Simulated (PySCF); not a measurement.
C4H11In, SMILES [CH3][In]([CH2]C)[CH3]. Geometry optimised at PBE0-D3(BJ)/def2-SVP. The isomer is the one that the SMILES or the coordinates give; other isomers of the formula were not compared. The def2 effective core potentials stand for the cores of In; spin–orbit coupling is left out. The values are those of a single conformer.

Task: Give the equilibrium geometry at PBE0-D3(BJ)/def2-SVP (PySCF confirms it by a frequency run) as bond lengths and angles. (Estimate from the structure and the level; the computed values follow.)

Result: Several could match; the one computed here: 
Atoms: In1 C2 H3 H4 H5 C6 H7 H8 H9 C10 C11 H12 H13 H14 H15 H16. Bonds (Å): In1–C2 2.177, In1–C6 2.175, In1–C10 2.186, C2–H3 1.102, C2–H4 1.100, C2–H5 1.100, C6–H7 1.099, C6–H8 1.102, C6–H9 1.101, C10–C11 1.523, C10–H12 1.104, C10–H13 1.104, C11–H14 1.102, C11–H15 1.102, C11–H16 1.104. Bond angles (°): C2–In1–C6 119.4, C2–In1–C10 119.4, C6–In1–C10 121.2, In1–C2–H3 109.4, In1–C2–H4 111.0, In1–C2–H5 111.6, H3–C2–H4 107.5, H3–C2–H5 108.1, H4–C2–H5 109.0, In1–C6–H7 112.1, In1–C6–H8 109.7, In1–C6–H9 110.2, H7–C6–H8 108.6, H7–C6–H9 108.8, H8–C6–H9 107.4, In1–C10–C11 115.2, In1–C10–H12 106.9, In1–C10–H13 106.8, C11–C10–H12 111.1, C11–C10–H13 111.0, H12–C10–H13 105.1, C10–C11–H14 112.0, C10–C11–H15 112.0, C10–C11–H16 112.3, H14–C11–H15 106.5, H14–C11–H16 106.8, H15–C11–H16 106.8.
Charge 0, spin multiplicity 1.
